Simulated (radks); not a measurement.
Results of a calculation; reference values are marked as such.
Trend from Mg+ to Ar+: ionisation energy by Delta-SCF between NIST ground configurations, and size. Level of theory: Dirac Kohn-Sham, PBEsol, spin-unpolarised, spherical densities, finite nucleus; open shells fill j = l - 1/2 first; Fermi nuclear charge, rms radius of each element as measured or else 0.836 A^(1/3) + 0.57 fm (a radial shooting solver on a logarithmic mesh with Libxc functionals).

| species | configuration | IE (eV) | NIST (eV) | kind | outermost | <r> outermost (bohr) | r at 0.001 e/bohr^3 (bohr) |
|---|---|---|---|---|---|---|---|
| Mg+ | [Ne] 3s1 | 14.816 | 15.035 | exp. | 3s1/2 | 2.80 | 3.82 |
| Al+ | [Ne] 3s2 | 19.171 | 18.829 | exp. | 3s1/2 | 2.38 | 3.89 |
| Si+ | [Ne] 3s2 3p1 | 15.991 | 16.346 | exp. | 3p1/2 | 2.45 | 3.92 |
| P+ | [Ne] 3s2 3p2 | 19.147 | 19.769 | semi-emp. | 3p1/2 | 2.13 | 3.83 |
| S+ | [Ne] 3s2 3p3 | 22.186 | 23.338 | exp. | 3p3/2 | 1.90 | 3.70 |
| Cl+ | [Ne] 3s2 3p4 | 25.330 | 23.814 | exp. | 3p3/2 | 1.71 | 3.57 |
| Ar+ | [Ne] 3s2 3p5 | 28.522 | 27.630 | exp. | 3p3/2 | 1.56 | 3.43 |

Reference values: NIST Atomic Spectra Database (exp. = measured, semi-emp. = semi-empirical, theory = theoretical value adopted there). Spin polarisation and multiplet splitting are left out, so open shells lie too high by an amount that depends on their filling.

Beside tabulated values, note that spin-unpolarised runs miss the spin-polarisation part of the exchange energy of open shells.
